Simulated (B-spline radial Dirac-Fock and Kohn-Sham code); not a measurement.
# Internal conversion coefficients of Tm at 11.1 keV

Z = 69 (thulium), transition energy 11.1 keV. Level of theory: a Dirac-Hartree-Slater potential of the neutral atom with a Latter tail (no hole, which puts coefficients of high multipoles low close above an edge), finite nucleus with surface currents; a radial finite-basis atomic code. The K shell is not open to conversion at this energy. Subshells that would emit electrons below 1 keV are left out.

Input file task.json (cfg lists n, l and occupation; rrms is the nuclear radius in fm):

```json
{"items": [{
  "Z": 69,
  "q": 0,
  "cfg": [[1, 0, 2], [2, 0, 2], [2, 1, 6], [3, 0, 2], [3, 1, 6], [3, 2, 10], [4, 0, 2], [4, 1, 6], [4, 2, 10], [4, 3, 13], [5, 0, 2], [5, 1, 6], [6, 0, 2]],
  "A": 169,
  "rrms": 5.2256,
  "do": "conversion",
  "gamma": [11.1],
  "edges": {"L2": 9617.0, "L3": 8648.0, "M1": 2307.0, "M2": 2090.0, "M3": 1885.0, "M4": 1515.0, "M5": 1468.0, "N1": 470.9, "N2": 385.9, "N3": 332.6, "N4": 175.5, "N5": 175.5}
}]}
```

Launch: `python xray2_run.py task.json out`

| subshell | electron energy (keV) | E2 | E4 | E5 | M2 | M4 |
| --- | --- | --- | --- | --- | --- | --- |
| L2 | 1.48 | 32100 | 2.06e+08 | 1.79e+09 | 2690 | 412000 |
| L3 | 2.45 | 44800 | 4.13e+08 | 6.76e+09 | 54300 | 1.08e+10 |
| M1 | 8.79 | 106 | 681000 | 2.38e+07 | 20200 | 1.53e+08 |
| M2 | 9.01 | 7420 | 2.73e+08 | 1.95e+10 | 950 | 4.48e+06 |
| M3 | 9.21 | 10600 | 3.54e+08 | 2.39e+10 | 14000 | 5.34e+09 |
| M4 | 9.58 | 153 | 6.90e+08 | 2.00e+11 | 219 | 4.58e+07 |
| M5 | 9.63 | 163 | 9.12e+08 | 2.46e+11 | 19.2 | 1.69e+09 |
| N1 | 10.63 | 24.5 | 266000 | 1.40e+07 | 5080 | 5.15e+07 |
| N2 | 10.71 | 1730 | 8.05e+07 | 7.02e+09 | 239 | 1.61e+06 |
| N3 | 10.77 | 2450 | 9.90e+07 | 7.93e+09 | 3270 | 1.41e+09 |
| N4 | 10.92 | 33.0 | 1.71e+08 | 5.47e+10 | 51.6 | 1.26e+07 |
| N5 | 10.92 | 34.3 | 2.23e+08 | 6.63e+10 | 4.43 | 4.12e+08 |
| N6 | 11.09 | 0.468 | 426000 | 1.30e+09 | 0.0576 | 316000 |
| N7 | 11.09 | 0.561 | 738000 | 1.73e+09 | 0.0231 | 320000 |
| total |  | 100000 | 3.45e+09 | 6.39e+11 | 102000 | 2.01e+10 |

Problem. For a pure E5 transition, what fraction of decays emits a photon?

Solution. 1/(1 + α) = 1.56e-12 with the total α = 6.39e+11; the total includes the outer subshells that are not listed.

Values without a named source are computed, but for edge energies of neutral atoms, which are taken from tables.
